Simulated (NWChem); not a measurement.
# HSe₂Br; SMILES [SeH][Se]Br

```xyz
4

Se     0.9526    -0.0303     0.0055
Br    -0.4497     1.8609     0.0084
Se    -0.4705    -1.8282     0.0281
H     -0.6519    -1.9420    -1.4354
```
Atoms are numbered in this order, from 1.

Computed with NWChem. Coordinates come from a PBE0/def2-SVP optimisation. Ions are spin-unrestricted doublets at the neutral geometry; other ion states weren't tried.

```csv
level,"vertical ionisation energy, ΔSCF (eV)",−ε(HOMO) (eV),ΔSCF minus −ε(HOMO) (eV)
B3LYP/def2-SVP,8.95,6.59,2.36
PBE/def2-SVP,8.71,5.64,3.07
"LDA (Slater exchange, VWN5)/def2-SVP",8.88,5.73,3.15
CAM-B3LYP/def2-SVP,9.15,8.14,1.01
BHandHLYP/def2-SVP,9.14,7.94,1.20
```
